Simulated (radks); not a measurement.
Dynamic dipole polarisability and lines of the phosphorus ion P3+, [Ne] 3s2. Method: non-relativistic Kohn-Sham, LDA (Slater exchange, VWN5 correlation), spin-polarised, spherical densities, point nucleus; computed with a radial shooting solver on a logarithmic mesh with Libxc functionals. Time-dependent linear response with the Hartree and adiabatic LDA kernel, continuum included through the Sternheimer equations. Lines are the poles of the dipole polarisability below minus the highest occupied eigenvalue, found on a grid refined at the orbital gaps; the lowest seven at most are given, and weak or close lines can be missed. The first line takes the name of the lowest orbital gap if no other gap lies below it; otherwise a line is named after a gap within 0.6 % of it, if that gap stands alone.

photon energy (eV),alpha (bohr^3)
0,6.485
2.248,6.675
5.244,7.678
8.241,10.57
11.238,23.79
14.235,-34.83
17.231,-8.344
20.228,-4.253
23.225,-2.616
26.222,-1.712
29.218,-0.9770
32.215,-1.651
35.212,-0.8347
38.209,-1.370

Lines (eV, oscillator strength): 13.113 (94.55 nm, 3s-3p), f = 1.45; 31.199 (39.74 nm, 3s-4p), f = 0.0587; 37.878 (32.73 nm, 3s-5p), f = 0.0251. Higher lines, where found, are left out when the end of the mesh affects them. Those listed give 97 % of the static polarisability (sum of f/w^2). Orbital energy gaps for comparison: 3s-3p 10.082 eV; 3s-4p 31.316 eV; 3s-5p 37.915 eV. At laser wavelengths: 1550 nm 6.509, 1064 nm 6.535, 780 nm 6.579, 532 nm 6.690, 355 nm 6.964, 266 nm 7.392, 193 nm 8.464 bohr^3.
